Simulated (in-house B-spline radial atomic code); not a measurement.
How numerical settings move a run on Ca³⁺, [Ne] 3s2 3p5. Computed with a B-spline radial code for spherical atoms: non-relativistic LDA exchange-only, spin-polarised, spherical fractional occupations, point nucleus.

Command:
```bash
python run_scf.py task.json out
```
Settings of the sound reference run:
```
Z                20
electrons        17
configuration    [Ne] 3s2 3p5
hamiltonian      nr
method           lda,
spin_polarised   True
knot_spacing     0.22
spline_order     8
gauss_points     12
box_radius       16.22
max_iterations   70
damping          0.5
damped_steps     3
diis_vectors     10
tolerance        1e-08
start            Thomas-Fermi
```

Time taken, with all properties: 0.12 s on 1 thread of Arm Neoverse V2, with other jobs on the host.

It converges in 9 iterations to -671.739872 hartree, with 3p down at -57.1874 eV. The other runs change the listed settings, some to values that make no sense; their results aren't properties of the atom or ion. Radii are in bohr (the nuclear one in fm), a minus after a letter asks for a j subshell, and «unchanged» means within 1e-8 hartree. The run stops when the residual is below 10 × tolerance × max(1, Z/10), or a noise floor if that is larger, and the energy moves by less than 1e-8 × √|E| hartree; so very loose and very tight tolerances often act alike.

| changed settings | outcome |
| --- | --- |
| box_radius = 8.11, max_iterations = 75, damping = 0.8, start = bare nucleus | converged in 10 iterations, energy unchanged, 3p down level -1.6e-06 eV |
| electrons = 18, configuration = [Ne] 3s2 3p5 4s-1, max_iterations = 100 | stopped with error: j subshells need the Dirac Hamiltonian and l > 0 |
| max_iterations = 100, diis_vectors = 4, start = bare nucleus | converged in 9 iterations, energy unchanged, 3p down level -3.0e-06 eV |
| gauss_points = 16, first_knot = 0.005, max_iterations = 75 | converged in 9 iterations, energy unchanged |
| knot_spacing = 2 | converged in 9 iterations, energy +3.58e+01 hartree from the reference, 3p down level -2.2e+00 eV (the program warns: 3p down reaches the box edge; 1s up reaches the box edge) |
| gauss_points = 16, max_iterations = 50, start = bare nucleus | converged in 9 iterations, energy unchanged, 3p down level -2.9e-06 eV |
| knot_spacing = 1.4 | converged in 9 iterations, energy +1.66e+01 hartree from the reference, 3p down level -1.2e+00 eV (the program warns: 3p down reaches the box edge; 1s up reaches the box edge) |
| hamiltonian = dirac, method = hf, spin_polarised = False, nucleus = fermi, rms_radius = 3.4776, mass_number = 40, atomic_mass = 39.96259, speed_of_light = 10.00363 | stopped with error: Z/c is past the critical charge |
| knot_spacing = 0.3 | converged in 9 iterations, energy +8.29e-07 hartree from the reference, 3p down level -2.2e-06 eV |
| knot_spacing = 0.75 | converged in 9 iterations, energy +2.51e-01 hartree from the reference, 3p down level -1.9e-02 eV |
| tolerance = 1e-13 | converged in 10 iterations, energy unchanged, 3p down level -4.1e-07 eV |

Problem. What happens with knot_spacing = 0.4?

Solution. Converged in 9 iterations, energy +5.16e-05 hartree from the reference, 3p down level +5.2e-05 eV.

Problem. What happens with tolerance = 1e-06?

Solution. Converged in 8 iterations, energy unchanged, 3p down level -1.4e-05 eV.

Problem. What happens with knot_spacing = 0.55?

Solution. Converged in 9 iterations, energy +5.85e-03 hartree from the reference, 3p down level +5.9e-04 eV.

Problem. What happens with spline_order = 6, first_knot = 0.015, max_iterations = 12, damping = 0.8?

Solution. Converged in 9 iterations, energy +2.50e-07 hartree from the reference, 3p down level +5.0e-06 eV.
